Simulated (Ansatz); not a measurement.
Hf₂O₅H₂⁺. The state is a doublet with charge 1. Geometry r2SCAN-D4/def2-SVP, that of the neutral singlet; atoms count from 1.

Cartesian coordinates in Å:
```
Hf 0.436 -0.851 -1.538
Hf 0.400 0.261 1.241
O 0.041 -1.372 -3.436
O 1.037 0.772 -0.556
O -0.917 1.362 2.146
O -0.172 -1.369 0.285
O -1.011 -0.513 -2.765
H -1.705 1.878 2.328
H 1.892 -0.168 2.294
```

In the def2 sets Hf takes a core potential; there is no spin–orbit coupling. The structure holds one bond between oxygen atoms, so isomers without such links may lie far lower. The structure comes from a short search, and lower isomers may exist.

**Question.** Estimate the Mulliken populations from the PBE0/def2-TZVP orbitals of Ansatz.

**Answer.** 
```json
{"atom": "Hf1", "charge (e)": "1.50", "spin (α − β)": "-0.06", "d electrons": "1.73"}
{"atom": "Hf2", "charge (e)": "1.33", "spin (α − β)": "0.01", "d electrons": "1.67"}
{"atom": "O3", "charge (e)": "-0.08", "spin (α − β)": "0.54", "d electrons": "–"}
{"atom": "O4", "charge (e)": "-0.61", "spin (α − β)": "0.03", "d electrons": "–"}
{"atom": "O5", "charge (e)": "-0.67", "spin (α − β)": "0.01", "d electrons": "–"}
{"atom": "O6", "charge (e)": "-0.61", "spin (α − β)": "0.02", "d electrons": "–"}
{"atom": "O7", "charge (e)": "-0.09", "spin (α − β)": "0.40", "d electrons": "–"}
{"atom": "H8", "charge (e)": "0.36", "spin (α − β)": "0.00", "d electrons": "–"}
{"atom": "H9", "charge (e)": "-0.12", "spin (α − β)": "0.05", "d electrons": "–"}
```
Mulliken values and Mayer orders depend strongly on the basis.

**Question.** Where does the spin sit?

**Answer.** Summed by element: Hf -0.06, O 1.01, H 0.05, of 1 unpaired in all. Largest on single atoms: O3 0.54, O7 0.40, Hf1 -0.06.

**Question.** And the Mayer bond orders between bonded heavy atoms (over 0.3)?

**Answer.** Hf1–O3 0.66 (2.01 Å); Hf1–O4 1.21 (1.99 Å); Hf1–O6 1.21 (1.99 Å); Hf1–O7 0.88 (1.93 Å); Hf2–O4 0.89 (1.97 Å); Hf2–O5 1.12 (1.94 Å); Hf2–O6 0.90 (1.97 Å); O3–O7 1.20 (1.51 Å).
